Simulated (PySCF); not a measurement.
Molecule: C2H2BCl2 (charge 0, doublet). It need not be the lowest isomer of its formula. SMILES: C=[C]B(Cl)Cl
Structure (B3LYP-D3(BJ)/def2-TZVP (Ansatz) minimum search):
```xyz
7

C     -2.6300    -0.5746     0.4765
C     -1.3875    -0.3032     0.2514
B      0.0376     0.0082    -0.0068
Cl     0.4979     1.5792    -0.6602
Cl     1.2837    -1.1899     0.3374
H     -3.1018    -0.3631     1.4353
H     -3.2674    -1.0285    -0.2812
```
Charge 0, spin multiplicity 2.

Dispersion corrections to the total energy (kcal/mol) from the dftd3 and dftd4 libraries through PySCF: D3(BJ) without and D4 with the three-body term, each with the damping fitted for the functional named.

```csv
functional,D3(BJ),D4
PBE0,-3.53,(withheld)
B2GP-PLYP,-3.06,-1.75
TPSS,(withheld),-5.51
CAM-B3LYP,-3.40,-3.55
PBE,-3.92,-4.07
TPSSh,-4.74,-5.00
LC-wPBE,(withheld),-4.57
```

### Question
Some entries are withheld; supply them.

### Answer

- PBE0, D4: -3.47
- TPSS, D3(BJ): -5.10
- LC-wPBE, D3(BJ): -3.98
